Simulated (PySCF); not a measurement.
Isomers of C5H9BO3, one conformer each; single-point electronic energies without zero-point terms and without any empirical dispersion term.

Computed with PySCF at PBE0/pcSseg-1, non-relativistic, each on one gas-phase PBE0-D3(BJ)/def2-SVP geometry that isn't relaxed in the solvent. The solvent is an IEF-PCM continuum (cavity from Bondi-type radii × 1.2). Only the electrostatic response of the medium enters.

```csv
isomer,"relative energy, gas (kcal/mol)",dipole (D)
`O1[C@H](C(C)=O)CCOB1`,0.0,0.89
`C1C(COC)=[O+][BH2-]OC=1`,51.1,5.17
`CCOC1=CO[BH2-][O+]=C1`,57.8,5.46
```

Task: How do the relative energies look in chloroform (ε = 4.711)?

Result: 
```
                   isomer  relative energy, solvent (kcal/mol)  E(solvent) − E(gas) (kcal/mol)  dipole in solvent (D)
   `O1[C@H](C(C)=O)CCOB1`                                  0.0                            -4.9                   1.08
`C1C(COC)=[O+][BH2-]OC=1`                                 50.5                            -5.6                   5.99
  `CCOC1=CO[BH2-][O+]=C1`                                 57.1                            -5.7                   6.41
```

The order is unchanged. Conformers: `[CH3:1][C:2](=[O:3])[C@@H:4]1[CH2:5][CH2:6][O:7][BH:8][O:9]1` with C1–C2–C4–C5 148°, C2–C4–C5–C6 -76°, C4–C5–C6–O7 -51°, C5–C6–O7–B8 27°, C6–O7–B8–O9 1°; `[CH3:1][O:2][CH2:3][C:4]1=[O+:5][BH2-:6][O:7][CH:8]=[CH:9]1` with C1–O2–C3–C4 -176°, O2–C3–C4–O5 -172°, C4–O5–B6–O7 -40°, O5–B6–O7–C8 39°, B6–O7–C8–C9 -14°, C3–C4–C9–C8 -164°; `[CH3:1][CH2:2][O:3][C:4]1=[CH:5][O:6][BH2-:7][O+:8]=[CH:9]1` with C1–C2–O3–C4 178°, C2–O3–C4–C5 164°, C4–C5–O6–B7 -14°, C5–O6–B7–O8 43°, O6–B7–O8–C9 -45°, O3–C4–C9–O8 -178°. The gains span 0.8 kcal/mol, the gas-phase energies 57.8 kcal/mol.
